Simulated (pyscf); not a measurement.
## H₂N–SiH: (SMILES N[SiH]), singlet

Gas-phase minimum from PySCF at ωB97X-D3(BJ)/def2-SVP, one conformer. Other isomers of H₂N–SiH: [singlet] were not searched in full and may lie lower. 

```
N
H 1 1.0156
H 1 1.0159 2 111.76
Si 1 1.7172 2 126.52 3 -180.00
H 4 1.5338 1 94.51 2 0.00
```
Charge 0, spin multiplicity 1.

Properties at ωB97X-D3(BJ)/def2-SVP:

| Item | Result |
|---|---|
| Harmonic wavenumbers, unscaled | 600, 694, 759, 888, 976, 1564, 2045, 3601, 3701 cm⁻¹ |
| Zero-point energy | 21.2 kcal/mol |
| Rotational symmetry number | 1 |
| Entropy of this conformer at 298 K and 1 atm, rigid rotor and harmonic oscillator, modes under 100 cm⁻¹ raised to 100 | 245.2 J/(mol K) |
| Dipole moment | 2.26 D |

Single-point totals, which compare only within one level (frozen core for MP2 and CC):

| level | total energy (hartree) |
|---|---|
| ωB97X-D3(BJ)/def2-TZVP | -346.09890 |
| PBE/def2-TZVP | -345.84257 |
| r²SCAN/def2-TZVP | -345.99739 |
| B3LYP-D3(BJ)/def2-TZVP | -346.09194 |
| PBE0-D3(BJ)/def2-TZVP | -345.87311 |
| M06-2X/def2-TZVP | -346.01501 |
| ωB97M-D3(BJ)/def2-TZVP | -346.12021 |
| HF/def2-TZVPP | -345.14530 |
| MP2/def2-TZVPP | -345.46946 |
| CCSD/def2-TZVPP | -345.49540 |
| CCSD(T)/def2-TZVPP | -345.50908 |

The CCSD(T) − MP2 part came from Ansatz, without density fitting, on the same reference.
